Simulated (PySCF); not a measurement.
Working with the constants of RuCl⁺

UHF-CCSD(T) constants of RuCl⁺, ⁵Δ (quintet), unpaired electrons σ ↑, π ↑↑, δ ↑ (PySCF, scalar-relativistic core potentials, basis sets Ru def2-TZVPPD with ECP28, Cl def2-TZVPPD; masses 101.9043 and 34.9689 u):

* ωe: 453.6 cm⁻¹
* ωexe: 1.25 cm⁻¹
* Be: 0.13999 cm⁻¹
* αe: 0.000533 cm⁻¹
* De to Ru⁺ (4d7) + Cl: 2.86 eV

(1) What force constant and bond length do these constants imply?

(2) Estimate the centrifugal constant D from the Kratzer relation and find the Dunham coefficient a1.

Correlated steps freeze 5 core orbitals. These are scalar-relativistic numbers at best; spin–orbit coupling would shift them, the dissociation energy most. For an ion De counts to the pair picked by the measured ionisation energies or electron affinities, which need not be the lowest pair at this level. The state is the lowest single determinant that the PBE0 search found; with open d or f shells the true ground state can be another one.

## Answers

(1) Reduced mass μred = 26.035 u; k = 5.8918×10⁻⁷·μred·ωe² (u, cm⁻¹, mdyn/Å) = 3.16 mdyn/Å; Re = √(16.8576/(μred·Be)) (u, cm⁻¹, Å) = 2.151 Å.

(2) D = 4Be³/ωe² = 5.33e-08 cm⁻¹; a1 = −1 − αeωe/(6Be²) = -3.06.
